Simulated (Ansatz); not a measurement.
Relaxation of FGeH₆P (9 atoms, charge 0, multiplicity 1), to a largest force component of 0.03 eV/Å in at most 50 steps.

These are results of Ansatz, RKS B3LYP-D4/def2-SVP, not measurements.

```xyz
9
Properties=species:S:1:pos:R:3
Ge 0.318 -0.093 -0.074
H 0.348 -0.056 1.471
H 1.698 0.181 -0.701
F -0.714 1.220 -0.598
H -0.318 -1.383 -0.612
P -2.844 0.276 1.350
H -2.818 -0.727 0.334
H -3.344 -0.654 2.327
H -1.497 0.059 1.751
```

Q: Where does it end, and by what steps?

A: It converged. The force dipped under the threshold on the way, but the program's further checks kept it going. After 12 steps the energy has fallen by 0.198 eV; H2 moved furthest, 0.81 Å.

| step | energy less start (eV) | largest force component (eV/Å) | accepted |
| --- | --- | --- | --- |
| 0 | 0.0000 | 0.533 | yes |
| 1 | -0.1319 | 0.186 | yes |
| 2 | -0.1482 | 0.223 | yes |
| 3 | -0.1737 | 0.273 | yes |
| 4 | -0.1851 | 0.111 | yes |
| 5 | -0.1875 | 0.109 | yes |
| 6 | -0.1941 | 0.023 | yes |
| 7 | -0.1944 | 0.126 | yes |
| 8 | -0.1963 | 0.060 | yes |
| 9 | -0.1969 | 0.003 | yes |
| 10 | -0.1974 | 0.015 | yes |
| 11 | -0.1976 | 0.034 | yes |
| 12 | -0.1978 | 0.027 | yes |

```xyz
9
Properties=species:S:1:pos:R:3
Ge 0.683 -0.144 -0.212
H 1.131 -0.118 1.260
H 1.729 0.480 -1.153
F -0.745 0.873 -0.319
H 0.250 -1.549 -0.667
P -3.179 0.381 1.473
H -3.051 -0.601 0.445
H -4.005 -0.465 2.283
H -1.983 -0.034 2.137
```

The run took 26 s on 2 threads of Arm Neoverse V1, with other jobs on the host, peak memory 0.18 GiB.
